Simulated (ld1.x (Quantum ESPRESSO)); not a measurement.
# Reading a pseudo-wave (F)

Columns: radius, all-electron u(r) and pseudo u(r) of the 2p shell (level -11.29 eV) of fluorine in the configuration [He] 2s2 2p5; LDA (PZ), scalar-relativistic, ultrasoft scheme, ld1.x (Quantum ESPRESSO) 7.5.

```csv
r (bohr),all-electron,pseudo
0.070,0.0773,0.0129
0.140,0.2321,0.0508
0.210,0.3987,0.1110
0.280,0.5488,0.1891
0.350,0.6716,0.2799
0.420,0.7652,0.3773
0.490,0.8316,0.4749
0.560,0.8742,0.5670
0.630,0.8971,0.6483
0.700,0.9042,0.7151
0.770,0.8991,0.7648
0.840,0.8847,0.7966
0.910,0.8634,0.8109
0.980,0.8373,0.8098
1.050,0.8079,0.7958
1.120,0.7763,0.7723
1.190,0.7434,0.7427
1.260,0.7100,0.7101
1.330,0.6766,0.6766
1.400,0.6435,0.6435
1.470,0.6111,0.6111
1.540,0.5796,0.5796
1.610,0.5490,0.5490
1.680,0.5196,0.5196
1.750,0.4913,0.4913
1.820,0.4643,0.4643
```

(1) How many radial nodes do the two functions have?

(2) At about which radius was the pseudo-wave matched?

(3) Is the pseudo-wave norm-conserving?

Answers

(1) The all-electron 2p function has n − l − 1 = 0; the pseudo-wave has 0.

(2) 1.40 bohr. The columns agree to 0.0005 from 1.26 bohr on; several derivatives are matched, so the curves merge somewhat inside the radius.

(3) No, it belongs to an ultrasoft set: the norm inside the radius is not constrained, and the difference is carried by the augmentation charge.
